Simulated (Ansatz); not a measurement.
BaCl2, charge -1, doublet, at a GFN2-xTB geometry of the parent state (such geometries of metal compounds can be far from the true shape) (a state made from the parent by changing its charge; the spin is typed, not shown lowest) (core potentials on Ba) (a gas-phase anion, which may not be bound at this level); R2SCAN/def2-SV(P) (Ansatz, an electronic-structure program).

The Ansatz input:
Ansatz 0.2 input:
```yaml
crystal:
  periodic: [false, false, false]
  atoms:
    - {symbol: Ba, position_ang: [0.44788765, 0.54476620, 0.61738623]}
    - {symbol: Cl, position_ang: [0.18854736, -0.67339810, -1.88635475]}
    - {symbol: Cl, position_ang: [-1.66394199, -1.12112585, -0.14738811]}
basis:
  gaussian:
    orbitals: def2-SV_P_.json
hamiltonian:
  xc: r2scan
total_charge: -1
magnetization: {spin_polarized: true, initial_magnetization: 1}
```
The basis file holds def2-SV(P) in the JSON format of the Basis Set Exchange.

The log (banner, timings and long lists left out):

```
Functional definition: r2SCAN
653 factors; their error is unknown
mean field evaluation 1: about -25727.3862 eV, gradient 2.2e1 eV
mean field evaluation 2: about -25723.2818 eV, gradient 3.7e1 eV
mean field evaluation 4: about -25733.1115 eV, gradient 2.5e0 eV
mean field evaluation 8: about -25733.1395 eV, gradient 6.7e-2 eV
mean field evaluation 16: about -25727.3862 eV, gradient 2.2e1 eV
mean field evaluation 32: about -25731.0440 eV, gradient 1.3e-4 eV
mean field evaluation 64: about -25733.1396 eV, gradient 1.1e-4 eV
mean field evaluation 96: about -25731.9527 eV, gradient 9.8e-1 eV
mean field -25733.13959111 eV, -945.6754374250 hartree, gradient 7.0e-5 eV, S^2 0.751553; 12 other end points of the search recorded, 0 dependent functions left out
reference -25733.13965874 eV, -945.6754399102 hartree; 23, 22 occupied and 43, 44 virtual orbitals, 653 factors
Total energy: -25733.13965874 eV, -945.6754399102 hartree
```
